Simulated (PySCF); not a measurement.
Job file and geometry (Å, from GFN2-xTB) of an NMR shielding run on `C=C(B(O)O)S(=O)(=O)O`, C2H5BO5S, GIAO PBE0/pcSseg-1 NMR shielding, non-relativistic, gas phase in PySCF 2.14.0, density-fitted response routines; density fitting, a coarse starting grid and PySCF grid level 2 are the driver's defaults:

```
$ OMP_NUM_THREADS=1 python probes_run.py task.json out

{"job": {"kind": "nmr", "xc": "PBE0", "basis": "pcSseg-1"}, "charge": 0, "multiplicity": 1}
C      0.028365     1.826424     0.317301
C     -0.128693     0.523078     0.186647
B     -1.389846    -0.333166    -0.236648
O     -1.462528    -1.646155     0.025534
O     -2.389199     0.302585    -0.880908
S      1.321307    -0.459867     0.500698
O      2.409407     0.311577     1.021633
O      0.952826    -1.670185     1.179105
O      1.729867    -0.875549    -1.010434
H     -0.785080     2.509980     0.135970
H      0.979019     2.235250     0.623015
H     -0.695092    -2.009161     0.493395
H     -3.121805    -0.268330    -1.120172
H      2.550774    -0.446953    -1.257302
```

Question: What does the program print?

Answer: 
```
coarse grid: 13416 points
cycle   1  E = -877.2365761465  dE =  2.334e+00  |g| = 1.444e+00  |ddm| = 3.719e+00
cycle   2  E = -876.6334252439  dE =  6.032e-01  |g| = 2.351e+00  |ddm| = 2.759e+00
cycle   3  E = -877.5816905014  dE = -9.483e-01  |g| = 2.890e-01  |ddm| = 1.973e+00
cycle   4  E = -877.5974447685  dE = -1.575e-02  |g| = 1.045e-01  |ddm| = 3.079e-01
cycle   5  E = -877.5993677671  dE = -1.923e-03  |g| = 3.077e-02  |ddm| = 8.486e-02
cycle   6  E = -877.5995800815  dE = -2.123e-04  |g| = 8.204e-03  |ddm| = 2.905e-02
cycle   7  E = -877.5995920227  dE = -1.194e-05  |g| = 3.159e-03  |ddm| = 8.059e-03
cycle   8  E = -877.5995936876  dE = -1.665e-06  |g| = 9.278e-04  |ddm| = 2.740e-03
final grid: 128272 points
cycle   9  E = -877.7028593780  dE = -3.982e-05  |g| = 1.235e-02  |ddm| = 2.641e-02
cycle  10  E = -877.7028266477  dE =  3.273e-05  |g| = 1.789e-02  |ddm| = 2.393e-02
cycle  11  E = -877.7028883482  dE = -6.170e-05  |g| = 1.874e-03  |ddm| = 1.470e-02
cycle  12  E = -877.7028889745  dE = -6.263e-07  |g| = 4.709e-04  |ddm| = 1.743e-03
cycle  13  E = -877.7028890146  dE = -4.016e-08  |g| = 1.879e-04  |ddm| = 4.848e-04
cycle  14  E = -877.7028890215  dE = -6.894e-09  |g| = 4.433e-05  |ddm| = 1.705e-04
cycle  15  E = -877.7028890218  dE = -2.892e-10  |g| = 2.033e-05  |ddm| = 3.946e-05
converged SCF energy = -877.7028890218

GIAO shielding tensors (ppm)
atom      isotropic    diamagn.    paramagn.     s11        s22        s33       span
  0 C       43.256     253.854    -210.597    -77.777     34.025    173.522    251.299
  1 C       35.378     271.167    -235.788    -59.672     45.025    120.782    180.454
  2 B       78.116     194.517    -116.401     53.827     84.706     95.816     41.989
  3 O      191.931     389.895    -197.965     72.725    224.703    278.364    205.639
  4 O      226.650     386.354    -159.704    126.682    265.385    287.882    161.201
  5 S      179.540    1052.050    -872.510     40.929    157.414    340.277    299.348
  6 O      124.591     399.756    -275.165     75.888    131.646    166.239     90.351
  7 O      110.971     401.755    -290.785     77.536    110.856    144.520     66.983
  8 O      125.443     395.289    -269.846     39.848     58.444    278.037    238.189
  9 H       24.741      30.449      -5.708     21.975     23.681     28.566      6.591
 10 H       24.560      31.541      -6.981     20.800     23.236     29.644      8.845
 11 H       23.451      32.670      -9.219     12.924     21.457     35.971     23.047
 12 H       27.361      29.668      -2.307     21.262     23.175     37.647     16.384
 13 H       27.177      31.311      -4.133     22.039     22.804     36.688     14.649
```

Size and cost of the density-fitted run: 185 basis functions, 49 s wall time on 1 thread of an Arm Neoverse N1, shared host; peak memory 0.82 GiB.
